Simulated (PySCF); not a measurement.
A structure optimised at ωB97X-D3(BJ)/def2-SVP, used in a PySCF frequency run:

```xyz
12

Si     2.3716    -0.7240     0.2329
Si     0.2087    -1.3640    -0.3433
N     -0.2400    -0.6436    -1.9514
C     -1.0207     0.3377    -1.6560
Si    -1.3714     0.2408     0.2232
Cl    -0.7880     1.8783     1.3542
H      2.5899    -1.0042     1.6827
H      2.4897     0.7416    -0.0112
H      3.3988    -1.4515    -0.5671
H     -0.0387    -2.8304    -0.2504
H     -1.3831     1.0200    -2.4482
H     -2.7816    -0.0664     0.5887
```

**Question.** Write its SMILES and formula.

**Answer.** [SiH3][Si@@H]1N=C[Si@@H]1Cl, CH6ClNSi3

**Question.** What are its rotational constants (standard atomic weights)?

**Answer.** 1.9305, 1.1269, 0.82324 GHz
